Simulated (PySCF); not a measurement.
C₂H₆BFN₂, SMILES C/N=C/B(N)F. Atoms are numbered in the order given.

```xyz
12

C      0.0662     2.6934     0.0000
N     -0.3498     1.3131     0.0000
C      0.5315     0.3898     0.0000
B      0.0721    -1.1233     0.0000
N     -1.2830    -1.4359     0.0000
F      1.0037    -2.0941     0.0000
H      1.1670     2.8322     0.0000
H     -0.3580     3.2032    -0.8822
H     -0.3580     3.2032     0.8822
H      1.6164     0.6443     0.0000
H     -1.6562    -2.3766     0.0000
H     -1.9616    -0.6820     0.0000
```
Charge 0, spin multiplicity 1.

Coordinates come from a B3LYP-D3(BJ)/def2-SVP optimisation. The structure was generated by enumeration; whether it is a known compound was not checked. The values are those of a single conformer.

Calculation: PySCF with TDA-CAM-B3LYP/def2-SVPD.

Vertical excitations. Isolated molecule, no solvent. State labels are in the subgroup Cs.

| state | symmetry | energy (eV) | λ (nm) | f | main pairs |
|---|---|---|---|---|---|
| S1 | A" | 4.33 | 286 | 0.002 | HOMO→LUMO 98 % |
| S2 | A' | 6.56 | 189 | 0.206 | HOMO−1→LUMO 88 % |
| S3 | A" | 7.15 | 174 | 0.000 | HOMO−3→LUMO 95 % |
| S4 | A' | 7.15 | 173 | 0.004 | HOMO→LUMO+1 73 % |
| S5 | A" | 7.47 | 166 | 0.032 | HOMO−1→LUMO+1 81 % |
| S6 | A' | 7.78 | 159 | 0.110 | HOMO→LUMO+2 61 %, HOMO−2→LUMO 30 % |
| S7 | A' | 7.88 | 157 | 0.230 | HOMO−2→LUMO 52 %, HOMO→LUMO+2 25 %, HOMO→LUMO+1 12 % |
| S8 | A' | 8.32 | 149 | 0.179 | HOMO→LUMO+3 82 % |
| S9 | A" | 8.40 | 148 | 0.002 | HOMO−1→LUMO+2 47 %, HOMO−2→LUMO+1 26 %, HOMO−1→LUMO+1 9 % |
| S10 | A" | 8.92 | 139 | 0.005 | HOMO→LUMO+6 72 %, HOMO→LUMO+8 11 % |
| T1 | A" | 3.48 | 357 | 0 | HOMO→LUMO 96 % |
| T2 | A' | 4.26 | 291 | 0 | HOMO−1→LUMO 63 %, HOMO−2→LUMO 28 % |
| T3 | A' | 5.90 | 210 | 0 | HOMO−2→LUMO 59 %, HOMO−1→LUMO 30 % |
| T4 | A" | 6.50 | 191 | 0 | HOMO−3→LUMO 91 % |
Triplets are in the Tamm–Dancoff approximation.
